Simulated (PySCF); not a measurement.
Species: C3H5FGe.
Geometry (PBE0-D3(BJ)/def2-SVP, Å), atoms numbered from 1 in this order:
```
atom  x, y, z in Å
C1     2.889   -0.188    0.624
C2     1.797   -0.258    0.094
Ge3    0.063   -0.343   -0.685
C4    -1.209    0.384    0.632
F5    -2.481    0.343    0.113
H6     3.858   -0.129    1.089
H7     0.039    0.498   -1.968
H8    -0.281   -1.806   -1.001
H9    -1.171   -0.206    1.563
H10   -0.945    1.426    0.878
```

The calculation used EOM-IP-CCSD/aug-cc-pVDZ in PySCF, restricted Hartree–Fock reference, 13 core orbitals frozen, non-relativistic, gas phase, PBE0-D3(BJ)/def2-SVP geometry.

The vertical ionisation energies are 10.52, 10.85, 11.59, 12.39, 13.20, 13.28, 15.62, 17.07 eV.

Task: Which Hartree–Fock orbital leads each hole, and what is its Koopmans value −ε?

Result: 
```csv
leading hole (HF orbital),Koopmans (eV),EOM-IP-CCSD (eV),change (eV),one-hole share
HOMO,10.89,10.52,-0.37,0.96
HOMO-1,10.97,10.85,-0.12,0.96
HOMO-2,12.38,11.59,-0.79,0.95
HOMO-3,13.17,12.39,-0.78,0.95
HOMO-5,14.71,13.20,-1.51,0.95
HOMO-4,14.68,13.28,-1.40,0.93
HOMO-6,17.85,15.62,-2.23,0.94
HOMO-7,18.96,17.07,-1.89,0.94
```

Task: Does the order of the lines follow the orbital energies?

Result: No: the HOMO-5 hole (13.20 eV) falls below the HOMO-4 hole (13.28 eV). The corrections run from -2.23 to -0.12 eV, with a mean of -1.14 eV over the 8 lines; no line lies above its Koopmans value. Koopmans values leave out both the relaxation of the orbitals and the change in correlation energy.

Task: At what kinetic energies would He II light (40.81 eV) eject these electrons?

Result: 30.29 eV (HOMO), 29.96 eV (HOMO-1), 29.22 eV (HOMO-2), 28.42 eV (HOMO-3), 27.61 eV (HOMO-5), 27.53 eV (HOMO-4), 25.19 eV (HOMO-6), 23.74 eV (HOMO-7).

Task: What total energy has the lowest final state, and which wavelength reaches it?

Result: E(CCSD) + ionisation energy = -2292.01006 + 0.38659 = -2291.62347 Eh, at the geometry of the initial state. The threshold wavelength is 1239.84 eV nm/10.52 eV = 117.9 nm.

Lines less than 0.15 eV apart could change places at a higher level. One root was sought for each valence orbital with −ε under 21 eV, eight at most, so deeper holes and satellites are missing; no vibrational structure.

One conformer stands for the species.
